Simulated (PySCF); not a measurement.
CH2I, multiplicity 2. Atoms are numbered in the order given.

```xyz
4

C      0.0000     0.0000    -1.7605
I      0.0000     0.0000     0.2850
H      0.0000    -0.9482    -2.2710
H      0.0000     0.9482    -2.2710
```
Charge 0, spin multiplicity 2.

Geometry: B3LYP-D3(BJ)/def2-TZVP. The isomer is the one that the SMILES or the coordinates give; other isomers of the formula were not compared. The def2 effective core potentials stand for the cores of I; spin–orbit coupling is left out.

Method: PBE/def2-TZVPD run with PySCF.

Isolated molecule, no solvent.

Task: Estimate the frontier levels, dipole moment and polarisability. (The exact figures need the calculation; the answer reports its results.)

Result: 
```json
{
 "α spin, highest occupied and lowest empty level": "-4.97 and -1.74 eV",
 "β spin, highest occupied and lowest empty level": "-6.50 and -3.23 eV",
 "dipole_moment": "0.56 D",
 "quadrupole, principal values (traceless, Buckingham form, about the centre of nuclear charge)": "-3.50, -0.67, 4.18 D·Å",
 "mean_static_polarisability": "50.4 bohr³ (7.46 Å³)",
 "polarisability_principal_values": "43.0, 44.1, 64.0 bohr³",
 "⟨S²⟩": "0.754 (pure state 0.75)"
}
```
